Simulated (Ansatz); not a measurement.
A run on ClFH4MoO4 (`[OH][Mo]([OH])([OH])([OH])([F])[Cl]`) with other settings.

```yaml
crystal:
  periodic: [false, false, false]
  atoms:
    - {symbol: O, position_ang: [-0.233941, -1.768202, -0.315576]}
    - {symbol: Mo, position_ang: [-0.013794, 0.034198, 0.021222]}
    - {symbol: O, position_ang: [0.412368, -0.234843, 1.797412]}
    - {symbol: O, position_ang: [-1.135728, 0.543041, -1.353957]}
    - {symbol: O, position_ang: [0.880843, 1.642244, -0.021429]}
    - {symbol: F, position_ang: [-1.697677, 0.342817, 0.924642]}
    - {symbol: Cl, position_ang: [2.033744, -0.535790, -1.125003]}
    - {symbol: H, position_ang: [0.427722, -2.299189, -0.771385]}
    - {symbol: H, position_ang: [-0.282358, -0.228984, 2.465019]}
    - {symbol: H, position_ang: [-2.075541, 0.672203, -1.185312]}
    - {symbol: H, position_ang: [1.749660, 1.775505, -0.415033]}
basis:
  gaussian: {orbitals: def2-SVP}
hamiltonian: {xc: {name: HF}}
correlation: {active_space: {window: {electrons: 2, orbitals: 1}}}
accuracy: high
output: {forces: true}
```

```sh
$ ansatz run in.yaml --threads 2 --pin off --events-out ev --progress --plain --max-ram 32768MiB --backend cpu
```

Output, abridged:

```
Functional definition: HF
3183 factors; integrals over basis functions are off by at most 5.4e-8 eV
mean field evaluation 1: about -25232.8619 eV, gradient 8.4e1 eV
mean field evaluation 2: about -25233.1375 eV, gradient 8.4e1 eV
mean field evaluation 4: about -25246.7701 eV, gradient 9.9e0 eV
mean field evaluation 8: about -25247.0496 eV, gradient 1.0e0 eV
mean field evaluation 16: about -25247.0568 eV, gradient 1.5e-8 eV
mean field -25247.05684592 eV, -927.8122260177 hartree, gradient 9.5e-8 eV, S^2 0.000000; 0 other end points of the search recorded, 0 dependent functions left out
reference -25247.05684592 eV, -927.8122260177 hartree; 38, 38 occupied and 101, 101 virtual orbitals, 3183 factors
state -25247.05684592 eV, -927.8122260177 hartree
Total energy: -25247.05684592 eV, -927.8122260177 hartree
Atom 0 at    -0.233941    -1.768202    -0.315576 Å, force     0.741860     0.481956    -0.245036 eV/Å
Atom 1 at    -0.013794     0.034198     0.021222 Å, force    -0.499702     0.190135     0.292377 eV/Å
Atom 2 at     0.412368    -0.234843     1.797412 Å, force    -0.887313     0.159383    -0.410519 eV/Å
Atom 3 at    -1.135728     0.543041    -1.353957 Å, force    -0.219283    -0.176287     0.949810 eV/Å
Atom 4 at     0.880843     1.642244    -0.021429 Å, force     0.280614    -0.780629    -0.329863 eV/Å
Atom 5 at    -1.697677     0.342817     0.924642 Å, force     0.403794    -0.070648    -0.216050 eV/Å
Atom 6 at     2.033744    -0.535790    -1.125003 Å, force     0.259151    -0.076542    -0.146152 eV/Å
Atom 7 at     0.427722    -2.299189    -0.771385 Å, force    -0.664285     0.275090     0.393895 eV/Å
Atom 8 at    -0.282358    -0.228984     2.465019 Å, force     0.603738    -0.021055    -0.409756 eV/Å
Atom 9 at    -2.075541     0.672203    -1.185312 Å, force     0.684979    -0.062179    -0.243956 eV/Å
Atom 10 at     1.749660     1.775505    -0.415033 Å, force    -0.703553     0.080776     0.365249 eV/Å
Dipole moment:    -0.067773    -0.003803     0.032408 e Å
```

Hardware: 2 threads of an AMD EPYC 7R13 on a shared host. Wall time 15 s, peak host memory 0.84 GiB.
